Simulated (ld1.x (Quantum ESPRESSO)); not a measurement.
**LDA (PZ) ultrasoft dataset for Al (Z = 13), scalar-relativistic all-electron reference.**

aluminium, ultrasoft, made with ld1.x (Quantum ESPRESSO) 7.5 (LDA (PZ), scalar-relativistic). Core [Ne], reference 3s2 3p1. Waves: 3s (bound): rcut 1.55, rcutus 1.75 bohr; 3s channel at 0.9 Ry: rcut 1.55, rcutus 1.75 bohr; 3p (bound): rcut 1.55, rcutus 2.00 bohr; 3p channel at 1.1 Ry: rcut 1.55, rcutus 2.00 bohr. Local part: all-electron potential smoothed inside 1.35 bohr (lloc = -2). Core correction: none. Augmentation charge: built from norm-conserving waves at rcut, not smoothed further.

All-electron outer shells of the reference configuration (LDA (PZ), scalar-relativistic, ld1.x):

```json
{"shell": "2s", "level (eV)": "-107.50", "outermost node (bohr)": "0.17", "outermost maximum (bohr)": "0.50"}
{"shell": "2p", "level (eV)": "-69.71", "outermost node (bohr)": "–", "outermost maximum (bohr)": "0.43"}
{"shell": "3s", "level (eV)": "-7.84", "outermost node (bohr)": "0.80", "outermost maximum (bohr)": "2.06"}
{"shell": "3p", "level (eV)": "-2.79", "outermost node (bohr)": "0.82", "outermost maximum (bohr)": "2.64"}
```

What the tests gave:

| Property | Result |
| --- | --- |
| Cutoffs needed | 10 Ry and 15 Ry (the cutoffs (Ry, on a coarse ladder) from which the occupation-weighted sum of valence levels, in a spherical-Bessel basis at the reference potential, stays within 10 and 1 mRy of its value at 400 Ry) |
| Ghost test | no extra level below or beside the all-electron valence levels (s, p, d, f tested) (spherical-Bessel basis up to 400 Ry, 20 bohr box) |
| Largest excitation error | +77 meV (all-electron minus pseudo) for 3s1 3p0, out of 7 test configurations |
| Lowest eigenvalue of the overlap operator | 0.22 (s channel) |

Generation and tests took about 1.8 s on one core of a shared server CPU.
